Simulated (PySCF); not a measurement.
## Er²⁺ (erbium, charge +2): UHF calculation

Configuration: [Xe] 4f11 6s1, one real determinant (an excited configuration). All numbers are calculated (PySCF 2.14, the spin-free X2C one-electron Hamiltonian (Gaussian nucleus), in cc-pVDZ-X2C).

| Quantity | Value |
| --- | --- |
| Total energy | -13080.552240 hartree |
| One-electron energy | -17887.7331 hartree |
| Hartree (Coulomb) energy | 5084.1172 hartree |
| Exchange energy | -276.9364 hartree |
| ⟨S²⟩ | 6.0021 |
| ⟨L²⟩ | 34.021 |
| Sum of ⟨r⟩ | 37.56 bohr |
| Sum of ⟨r²⟩ | 47.24 bohr² |
| Traceless quadrupole moment −½Σ⟨3z² − r²⟩ along its main axis | -0.118 e·bohr² |
| Langevin diamagnetic susceptibility | -37.4 ×10⁻⁶ cm³/mol |

| shell | electrons | mean orbital energy (eV) | spread (eV) | rms radius, mean of both spins (bohr) |
| --- | --- | --- | --- | --- |
| 1s α | 1 | -57793.6 | 0 | 0.0231 |
| 1s β | 1 | -57793.5 | 0 | 0.0231 |
| 2s α | 1 | -9857.9 | 0 | 0.0935 |
| 2s β | 1 | -9857.8 | 0 | 0.0935 |
| 2p α | 3 | -8735.0 | 0.075 | 0.0844 |
| 2p β | 3 | -8734.8 | 0.067 | 0.0844 |
| 3s α | 1 | -2284.9 | 0 | 0.240 |
| 3s β | 1 | -2282.4 | 0 | 0.240 |
| 3p α | 3 | -1935.3 | 0.422 | 0.241 |
| 3p β | 3 | -1932.5 | 0.213 | 0.241 |
| 3d α | 5 | -1487.3 | 0.532 | 0.221 |
| 3d β | 5 | -1484.3 | 0.592 | 0.221 |
| 4s α | 1 | -500.83 | 0 | 0.540 |
| 4s β | 1 | -494.81 | 0 | 0.540 |
| 4p α | 3 | -382.99 | 0.663 | 0.574 |
| 4p β | 3 | -376.45 | 0.175 | 0.574 |
| 4d α | 5 | -220.58 | 1.039 | 0.629 |
| 4d β | 5 | -212.20 | 2.035 | 0.629 |
| 5s α | 1 | -86.532 | 0 | 1.33 |
| 5s β | 1 | -84.343 | 0 | 1.33 |
| 5p α | 3 | -54.755 | 0.253 | 1.54 |
| 5p β | 3 | -53.194 | 0.125 | 1.54 |
| 4f α | 7 | -40.919 | 1.430 | 0.848 |
| 4f β | 4 | -37.523 | 1.917 | 0.848 |
| 6s α | 1 | -19.114 | 0 | 3.74 |

⟨L²⟩ = 34.02 against 42 for a pure I term, so this real determinant mixes terms. Spin-orbit coupling, absent here, splits the open shell strongly.

Densities and radii are taken from the X2C orbitals without a picture-change correction, which distorts them close to the nucleus.

Spin-orbit constants ζ (cm⁻¹) from the X2C one-electron operator on these orbitals: bare nucleus, nucleus screened by l(l+1)(2l+1)/3 electrons, and screened by the Breit-Pauli mean field of the electrons.

```csv
shell,bare,screened nucleus,mean field
2p,4707000,4568000,n/a
3p,998400,969000,n/a
3d,156300,133400,n/a
4p,220600,214100,n/a
4d,29300,24990,n/a
4f,4552,2678,n/a
5p,28530,27700,n/a
```

To first order the Landé constant is A = -669.5 cm⁻¹, so the lowest level has J = 8 and lies 0.996 eV below the centre of the term. This holds in LS coupling only.
